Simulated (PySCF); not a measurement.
**Worked example: entropy of an ideal gas**

Sn(H)2(NH2)2 (H6N2Sn), SMILES [NH2][SnH2][NH2].

Geometry: PBE0-D3(BJ)/def2-SVP. The def2 effective core potentials stand for the cores of Sn; spin–orbit coupling is left out. The values are those of a single conformer.

PBE0-D3(BJ)/def2-SVP (PySCF) gives the harmonic wavenumbers 122, 139, 194, 389, 493, 532, 549, 606, 619, 672, 694, 841, 864, 1539, 1543, 1907, 1950, 3550, 3552, 3652, 3652 cm⁻¹ and the rotational temperatures 0.5159, 0.2399, 0.1791 K. The molar mass is 152.77 g/mol, the symmetry number 1, the spin multiplicity 1.

Work out the entropy at 298.15 K and 1 atm in the rigid-rotor, harmonic-oscillator model.


Translation (Sackur–Tetrode at 1 atm): S = R[1.5 ln M + 2.5 ln T − 1.16487] = 171.5 J/(mol K).
Rotation: q = (√π/σ) T^1.5/√(θA θB θC) = 61300, S = R[ln q + 3/2] = 104.1 J/(mol K).
Vibration: with u = 1.4388 ν/T, each mode gives R[u/(e^u − 1) − ln(1 − e^−u)]:
```csv
ν (cm⁻¹),modes,u,S (J/(mol K))
122,1,0.59,12.84
139,1,0.67,11.79
194,1,0.94,9.16
389,1,1.88,4.20
493,1,2.38,2.83
532,1,2.57,2.44
549,1,2.65,2.29
606,1,2.92,1.84
619,1,2.99,1.75
672,1,3.24,1.43
694,1,3.35,1.31
841,1,4.06,0.74
864,1,4.17,0.67
1539,1,7.43,0.04
1543,1,7.45,0.04
1907,1,9.20,0.01
1950,1,9.41,0.01
```
The stiffer modes add less than 0.005 each. Sum 53.4 J/(mol K).
Spin: R ln 1 = 0.0 J/(mol K).
Total 329.0 J/(mol K); the program's own thermochemistry gives 329.0. Translation makes up 52 % and vibration 16 %. Anharmonicity, hindered rotation and orbital degeneracy are left out.
